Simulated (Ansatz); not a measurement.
Consider the cleavage of the Ge–Al bond: `[CH3][AlH][GeH3]` + `O[SiH](O)F` → `O[SiH](F)[O][GeH3]` + `[CH3][AlH2]`.

Gas-phase electronic energies from Ansatz, PBE0-D4/def2-TZVP geometries. CCSD(T)/CBS is the MP2 limit (def2-TZVPP, def2-QZVPP) plus CCSD(T) − MP2 in def2-TZVPP, frozen cores. This one scheme is used for every species. For Ge outer-core shells are correlated without core-valence functions, which leaves a few kJ/mol of doubt a bond. Scalar relativity is left out up to krypton. One conformer a species, not always the lowest.

```csv
species,MP2/def2-QZVPP energy (Eh)
`[CH3][AlH][GeH3]`,-2360.10483
`O[SiH](O)F`,-541.10689
`O[SiH](F)[O][GeH3]`,-2618.21492
`[CH3][AlH2]`,-283.00176
```

(1) Work out ΔE.

Largest T1 diagnostic among the species: 0.012.

Results:

(1) ΔE = (-2618.21492) + (-283.00176) − (-2360.10483) − (-541.10689) = -0.00496 Eh = -0.13 eV. CCSD(T)/CBS gives -0.06 eV.

At CCSD(T), def2-SVP lies −0.15 eV from the extrapolated value and def2-TZVPP −0.05 eV. In def2-TZVPP, CCSD(T) changes the Hartree–Fock value by +0.23 eV (the triples alone add +0.02 eV) and MP2 by +0.19 eV. From BLYP to BHLYP (50 % exact exchange), in def2-TZVPP and without D4, ΔE moves by −0.13 eV.
